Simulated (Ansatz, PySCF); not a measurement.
Cl2H4SSi2, SMILES Cl[SiH2]S[SiH2]Cl.

The structure is a stationary point at r2SCAN-D4/def2-SVP. This is a generated structure with no PubChem entry under its InChIKey; it may be hypothetical. One conformer was computed; it need not be the lowest.

Vertical ionisation energy (IE) and electron affinity (EA) in eV. Rows of orbital energies are one-electron estimates. Where ΔSCF, EOM or ADC give a negative EA the extra electron is unbound and the value depends on the basis.

```json
[
 {"level": "−ε(HOMO), −ε(LUMO), ωB97X/def2-TZVP (PySCF)", "IE": "10.45", "EA": "-1.45"},
 {"level": "−ε(HOMO), −ε(LUMO), PBE/def2-TZVP (PySCF)", "IE": "6.91", "EA": "1.49"},
 {"level": "ΔSCF, PBE0/def2-SVPD (Ansatz), final states of multiplicity 2 and 2", "IE": "10.07", "EA": "-0.60"},
 {"level": "ΔSCF, PBE/def2-SVPD (Ansatz), final states of multiplicity 2 and 2", "IE": "9.80", "EA": "-0.41"}
]
```

Task: What vertical singlet–triplet gap does ΔSCF give with PBE0/def2-SVPD (Ansatz, an electronic-structure program) and with PBE/def2-SVPD (Ansatz)? (An estimate is asked for; the answer gives what the named calculation found.)

Result: 5.70 and 5.39 eV (triplet above singlet where positive).
